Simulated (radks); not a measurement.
All-electron atom: Hf III in [Xe] 4f14 5d2. Method: Dirac Kohn-Sham, HCTH/407, spin-unpolarised, spherical densities, finite nucleus; open shells fill j = l - 1/2 first; Fermi nuclear charge, rms radius 5.347 fm; computed with a radial shooting solver on a logarithmic mesh with Libxc functionals.

Normalised radial functions P(r) = r R(r) (large component), r in bohr:

```
   r/bohr * 5d3/2, o 5d5/2 (the largest magnitude, 0.72, reaches the edge; | marks zero, & curves that meet)
  0.00317                             &
 0.004296                             &
 0.005822                             &
 0.007891                             &
  0.01069                             &
  0.01438                             &
  0.01949                             &
  0.02641                             |&
  0.03579                             |o*
  0.04851                             |  &
  0.06574                             |    &
  0.08838                             |     o*
   0.1198                             |       &
   0.1623                             |     &
     0.22                             &
   0.2982                     *o      |
   0.4041                 *o          |
   0.5477                      &      |
   0.7363                             |   o*
   0.9979                             |                o*
    1.352                             |                         o*
    1.833                             |                          &
    2.484                             |                    *o
    3.367                             |            *o
    4.526                             |     *o
    6.134                             | &
    8.314                             &
```

5d3/2: eigenvalue -17.073 eV, 2 radial nodes at r = 0.217, 0.656 bohr, <r> = 2.08 bohr, 90 % of the charge inside 3.28 bohr. 5d5/2 (empty): eigenvalue -16.485 eV, 2 radial nodes at r = 0.221, 0.671 bohr, <r> = 2.15 bohr, 90 % of the charge inside 3.39 bohr.
